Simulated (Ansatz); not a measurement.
System: C₂H₇BO, charge 0, multiplicity 1. 
Structure (B3LYP-D3(BJ)/def2-TZVP (Ansatz, a quantum-chemistry and plane-wave program) minimum search):
```xyz
11

C      1.1177    -1.0752     0.0003
B      0.0332     0.0619    -0.0227
C     -1.4653    -0.2033     0.3947
O      0.4457     1.3010    -0.4268
H      0.7429    -2.0038    -0.4391
H      2.0414    -0.7926    -0.5061
H      1.3686    -1.3185     1.0395
H     -1.5281    -0.7936     1.3129
H     -2.0640     0.7017     0.5318
H     -1.9560    -0.8047    -0.3791
H     -0.2512     1.9653    -0.4027
```

Wanted: atomisation energy (electronic, to ground-state atoms), in kcal/mol. Correlated levels leave the core frozen unless marked. Open shells are spin-unrestricted. No spin-orbit coupling. No relativistic terms. The coupled-cluster limit lacks core correlation, which all-electron functionals hold. CBS marks a two-point X^-3 extrapolation of the correlation energy; Hartree-Fock from the larger set.

```tsv
level	program	atomisation energy (kcal/mol)
PBE0/def2-SVP	Ansatz	1056.5
```

### Question
What does CCSD(T)/CBS(aug-cc-pVTZ,aug-cc-pVQZ) (Ansatz) give?

### Answer
1045.9 kcal/mol, so PBE0/def2-SVP differs from it by 10.6 kcal/mol.
